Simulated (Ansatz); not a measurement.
Rb₂H⁻. The state is a triplet with charge -1. Geometry B3LYP-D4/def2-TZVP, that of the neutral doublet; atoms count from 1.

```xyz
3

Rb   -2.0059   -0.2958    0.8246
Rb    1.5083    1.1136   -1.1323
H     0.4976   -0.8179    0.3076
```

In the def2 sets Rb takes a core potential; there is no spin–orbit coupling. The highest occupied level of the charge -1 triplet lies above zero (up to 0.23 eV). By energy differences its removal costs 0.65 eV (vertical, to the charge 0 doublet, at PBE0-D4/def2-TZVPD); a positive level beside a positive removal energy at the same level points to self-interaction error. The structure comes from a short search, and lower isomers may exist.

**Question.** Estimate the Mulliken populations from the PBE0/def2-TZVPD orbitals of Ansatz.

**Answer.** 
```json
{"atom": "Rb1", "charge (e)": "-0.21", "spin (α − β)": "0.96"}
{"atom": "Rb2", "charge (e)": "-0.21", "spin (α − β)": "0.96"}
{"atom": "H3", "charge (e)": "-0.59", "spin (α − β)": "0.08"}
```
Mulliken values and Mayer orders depend strongly on the basis. With diffuse functions, as here, like atoms can get unlike values, and bond orders can come out too low or too high.

**Question.** Where does the spin sit?

**Answer.** Summed by element: Rb 1.92, H 0.08, of 2 unpaired in all. Largest on single atoms: Rb1 0.96, Rb2 0.96, H3 0.08.
